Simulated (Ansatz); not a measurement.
Consider the redistribution: `F[SiH2]S[SiH](F)F` + `F[CH2][AlH2]` → `FC[SiH](F)F` + `F[SiH2][S][AlH2]`.

Computed with Ansatz on PBE0-D4/def2-TZVP structures; ΔE is electronic, products minus reactants. CCSD(T)/CBS adds triple-zeta CCSD(T) − MP2 to the extrapolated MP2 energy (def2 sets, frozen cores). Functionals use def2-TZVPP. B3LYP here is the variant with VWN-RPA as its local correlation; programs differ in this. One conformer a species, not always the lowest.

`F[SiH2]S[SiH](F)F`:

Cartesian coordinates in Å:
```
F 0.360 2.512 -0.056
Si -0.509 1.381 0.651
S -1.225 -0.017 -0.794
Si 0.365 -1.398 -0.720
F 0.335 -2.230 0.627
F 1.760 -0.648 -0.737
H 0.340 0.703 1.652
H -1.704 2.023 1.233
H 0.280 -2.325 -1.857
```

`F[CH2][AlH2]`:

```xyz
7

F    -0.816   -1.583    0.649
C     0.272   -0.787    0.277
Al   -0.286    1.004   -0.358
H     0.836   -1.331   -0.493
H     0.946   -0.718    1.142
H    -1.815    1.413   -0.405
H     0.864    2.002   -0.812
```

`FC[SiH](F)F`:

Cartesian coordinates in Å:
```
F 0.881 -1.050 -1.369
C 0.551 -0.812 -0.040
Si -0.470 0.756 0.072
F -0.702 1.059 1.614
F -1.890 0.518 -0.591
H 1.477 -0.722 0.538
H -0.001 -1.677 0.344
H 0.153 1.928 -0.568
```

`F[SiH2][S][AlH2]`:

Cartesian coordinates in Å:
```
F -1.046 1.873 -0.410
Si -1.175 0.590 0.536
S -0.723 -1.174 -0.543
Al 1.445 -0.909 -0.707
H -0.248 0.798 1.671
H -2.583 0.495 0.979
H 2.111 0.320 0.026
H 2.219 -1.993 -1.551
```

```
             level  ΔE (kJ/mol)
           PBE0-D4        -68.0
             B3LYP        -69.3
           LC-ωPBE        -69.6
SCS-MP2/def2-QZVPP        -71.4
```

(1) What does CCSD(T)/CBS give? (Estimate.)

Largest T1 diagnostic among the species: 0.012.

Answers

(1) Ansatz gave: -70.5 kJ/mol. The listed levels differ from it by 2.5, 1.2, 0.9, -0.9 kJ/mol.

From BLYP to BHLYP (50 % exact exchange), in def2-TZVPP and without D4, ΔE moves by −6.3 kJ/mol. Leaving LDA and LC-ωPBE aside and taking each functional with its dispersion term where it has one, the values, not all of them listed here, spread over 10.2 kJ/mol, from PBE-QIDH to revPBE-D4.
